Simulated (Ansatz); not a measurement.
`CB(Cl)[SeH]` + `B1[SiH2]S1` → `[SeH][SiH]1BS1` + `CBCl` at 600 K and 1 bar (formal exchange of groups at the Se–B bond).

Calculated with Ansatz (gas phase, PBE0-D4/def2-TZVP geometries, no zero-point term in ΔE). CCSD(T)/CBS is the MP2 limit (def2-TZVPP, def2-QZVPP) plus CCSD(T) − MP2 in def2-TZVPP, frozen cores. For Se outer-core shells are correlated without core-valence functions, which leaves a few kJ/mol of doubt a bond. Scalar relativity is left out up to krypton. Each species was taken in one conformer, which may not be the lowest.

```csv
species,CCSD(T)/CBS energy (Eh),H − E (kJ/mol),S (J/(mol·K))
`CB(Cl)[SeH]`,-2925.81492,182.7,407.6
`B1[SiH2]S1`,-713.45359,118.7,334.0
`[SeH][SiH]1BS1`,-3114.19481,134.1,411.7
`CBCl`,-525.07110,169.4,342.6
```

H − E and S are ideal-gas, rigid-rotor, harmonic terms from PBE0-D4/def2-TZVP, for one conformer and one mirror image of each species. 1 Eh = 2625.50 kJ/mol, R = 8.31446 J/(mol·K).

Problem. By hand: ΔE, ΔH, ΔS and ΔG.

Solution. ΔE = (-3114.19481) + (-525.07110) − (-2925.81492) − (-713.45359) = 0.00260 Eh = 6.8 kJ/mol. Δ(H − E) = 134.1 + 169.4 − 182.7 − 118.7 = 2.1, so ΔH = 8.9 kJ/mol. ΔS = 411.7 + 342.6 − 407.6 − 334.0 = 12.7 J/(mol·K). ΔG = 8.9 − 600 × (12.7)/1000 = 1.3 kJ/mol.

Problem. By hand: the equilibrium constant, and the temperature at which ΔG would vanish if ΔH and ΔS stayed fixed.

Solution. log₁₀ K = −ΔG/(RT ln 10) = -0.1. ΔG = 0 at ΔH/ΔS = 701 K, though so small a ΔH makes that figure unsure.

TΔS isn't small against ΔH here. The sign of ΔG lies within the doubt. A doubt of 5 kJ/mol in ΔE shifts log₁₀ K by 0.4 here. Other conformers and mirror images would add mixing entropy, several J/(mol·K) or more a flexible species. Modes under 60 cm⁻¹, often nearly free rotors, make the harmonic entropy too high. These are equilibria of isolated gas molecules and say nothing of rates. Largest T1 diagnostic: 0.017 (customary marks: 0.02 for closed shells, 0.045 for open ones).
